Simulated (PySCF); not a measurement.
## How the method changes the constants of NaSb⁺

State: ⁴Σ⁻ (quartet), unpaired electrons σ ↑, π ↑↑. Set-up: Na cc-pVDZ, Sb cc-pVDZ-PP with ECP28; scalar-relativistic core potentials (PySCF 2.14). De refers to Na⁺ + Sb in their high-spin ground configurations, without counterpoise correction. The functionals are run spin-unrestricted. A positive dipole points towards Sb; it is taken about the centre of mass and depends on that origin.

```
      Level  Re (Å)  ωe (cm⁻¹)  De (eV)   μ (D)
        UHF   3.452       94.0    0.253  -11.52
    UHF-MP2   3.409        102    0.290     n/a
UHF-SCS-MP2   3.415        101    0.282     n/a
   UHF-CCSD   3.408        102    0.293     n/a
UHF-CCSD(T)   3.402        103    0.299     n/a
        LDA   3.282        111    0.418  -10.22
        PBE   3.355        104    0.378  -10.54
       PW91   3.344        106    0.402  -10.46
     r²SCAN   3.373        101    0.307  -10.96
      B3LYP   3.356        103    0.359  -10.65
       PBE0   3.350        104    0.335  -10.74
  CAM-B3LYP   3.317        107    0.355  -10.61
```

The bond length runs from 3.282 Å (LDA) to 3.452 Å (UHF). De spans 0.25 eV (UHF, mean field) to 0.42 eV (LDA, local density). Correlation at CCSD(T) changes the Hartree–Fock bond energy by +0.05 eV; the triples alone change it by +0.01 eV.

Correlated steps freeze 5 core orbitals. The bond is weak. Basis-set superposition, not corrected here, can be much of De in a small basis, most of all at correlated wavefunction levels. Spin–orbit coupling is left out, which matters for elements this heavy, above all for dissociation energies. For an ion De counts to the pair picked by the measured ionisation energies or electron affinities, which need not be the lowest pair at this level. The state is the lowest determinant that a PBE0 search found; another state may lie lower at other levels.
